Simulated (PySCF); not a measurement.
C3H8AlNO.
Atom-mapped SMILES: `[H]/[N:5]=[C:4]1\[CH2:3][O+:2]([CH3:1])[AlH2-:6]1` (hydrogens: H7, H8, H9 on C1; H10, H11 on C3; H12 on N5; H13, H14 on Al6)

Geometry (PBE0-D3(BJ)/def2-SVP, Å), atoms numbered from 1 in this order:
```xyz
14
C3H8AlNO angstrom
C     -2.377   -1.250    0.159
O     -1.055   -0.917   -0.190
C     -0.016   -1.886    0.018
C      1.189   -1.094   -0.474
N      2.394   -1.494   -0.520
Al     0.133    0.567   -0.925
H     -2.447   -1.478    1.235
H     -3.008   -0.383   -0.071
H     -2.723   -2.119   -0.424
H      0.037   -2.153    1.091
H     -0.226   -2.794   -0.577
H      2.489   -2.461   -0.171
H     -0.328    0.825   -2.431
H      0.071    1.764    0.131
```

The calculation used PBE0-D3(BJ)/def2-SVP geometry optimisation, gas phase (PySCF).

Take the most abundant isotopes and a rigid rotor. 

(1) What are A, B and C (GHz)?

(2) What kind of rotor is it?

(3) What does the inertial defect say?

(4) Where do the levels up to J = 3 lie, in K?

(5) Which types of transition are allowed, and where do some lines up to J = 4 fall?

Results:

(1) Ia = 114.35, Ib = 224.19, Ic = 324.32 u·Å²; 505379 MHz·u·Å²/I gives 4420, 2254 and 1558 MHz, that is A = 4.4196, B = 2.2542, C = 1.5583 GHz.

(2) An asymmetric top; Ray's κ = -0.514.

(3) Not planar: Δ = Ic − Ia − Ib = -14.22 u·Å². For a rigid frame Δ = −2 Σ m c², so Σ m c² = 7.11 u·Å² lies off the ab plane, practically all of it from hydrogen. The atom farthest from that plane is 1.38 Å away.

(4) Above 0(0,0), as E/k:
J = 1: 1(0,1) 0.183, 1(1,1) 0.287, 1(1,0) 0.320
J = 2: 2(0,2) 0.542, 2(1,2) 0.619, 2(1,1) 0.720, 2(2,1) 1.031, 2(2,0) 1.038
J = 3: 3(0,3) 1.065, 3(1,3) 1.114, 3(1,2) 1.314, 3(2,2) 1.580, 3(2,1) 1.613, 3(3,1) 2.187, 3(3,0) 2.188

(5) The dipole components are |μa| = 4.27 D, |μb| = 4.10 D, |μc| = 0.00 D; the mirror of this Cs structure is the ab plane, so μc vanishes by symmetry (the 0.01 D computed is a residue) and there are no c-type lines. Intensities carry the squares of the components, which stand as 1.00 : 0.92 (a : b). Some of the stronger lines:

```csv
type,branch,"J(Ka,Kc)",MHz,lower level (cm⁻¹)
a,Q,"3(2,1) ← 3(2,2)",677,1.098
b,R,"4(2,2) ← 3(3,1)",4332,1.520
b,R,"2(0,2) ← 1(1,1)",5317,0.199
a,R,"2(1,2) ← 1(1,1)",6929,0.199
b,Q,"2(2,1) ← 2(1,2)",8584,0.431
b,Q,"4(2,3) ← 4(1,4)",11227,1.229
a,R,"3(2,2) ← 2(2,1)",11437,0.717
b,Q,"3(3,0) ← 3(2,1)",11990,1.121
a,R,"3(1,2) ← 2(1,1)",12381,0.500
b,R,"4(0,4) ← 3(1,3)",13062,0.774
b,R,"2(2,1) ← 1(1,0)",14817,0.223
a,R,"4(2,3) ← 3(2,2)",15138,1.098
a,R,"4(3,2) ← 3(3,1)",15487,1.520
b,R,"2(2,0) ← 1(1,1)",15656,0.199
a,R,"4(2,2) ← 3(2,1)",16303,1.121
b,R,"3(2,2) ← 2(1,1)",17934,0.500
b,R,"4(2,3) ← 3(1,2)",20690,0.913
b,R,"4(3,1) ← 3(2,2)",28264,1.098
```

Not checked by PBE0-D3(BJ)/def2-SVP frequencies. These are rigid-rotor constants of the computed structure; measured ground-state constants (B0) also hold zero-point vibration. A rigid rotor knows nothing of internal rotation, which can split or shift real lines. Quadrupole hyperfine structure (14N, 27Al) is left out.

On one thread, Arm Neoverse V1 (aarch64), no GPU, on a shared host, this took 80 s and 0.50 GiB of memory at its peak. That covers the optimisation of the geometry.
